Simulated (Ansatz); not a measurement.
The molecule NH+, multiplicity 4 (not the ground state: that is measured with 2S+1 = 2).

The constants come from a fifth-degree fit in 1/R (seven points, main isotopes). In def2 and cc sets the state is the lowest found near the PBE0 minimum, followed along R.

Cores are frozen in the correlated methods.

Programs: Ansatz (Gaussian orbitals). Each number belongs to the level named beside it.

Energies at CCSD(T)/aug-cc-pV5Z:

| R (Å) | E (hartree) |
|---|---|
| 1.020922 | -54.65989119 |
| 1.048366 | -54.66171939 |
| 1.073615 | -54.66255752 |
| 1.102156 | -54.66269188 |
| 1.130698 | -54.66211051 |
| 1.163631 | -54.66071912 |
| 1.202053 | -54.65832947 |

### Question
With a reduced mass of 0.9402 u, find the minimum, the force constant and the constants.

### Answer
A fifth-degree polynomial in 1/R puts the minimum at r_e = 1.0926 Å with force constant 408 N/m. Then ω_e = (1/2πc)√(k/μ) = 2714 cm⁻¹ and B_e = h/(8π²cμr_e²) = 15.02 cm⁻¹; the cubic and quartic terms give α_e = 0.75 and ω_e x_e = 85 cm⁻¹.

Ansatz is a quantum-chemistry and plane-wave program.
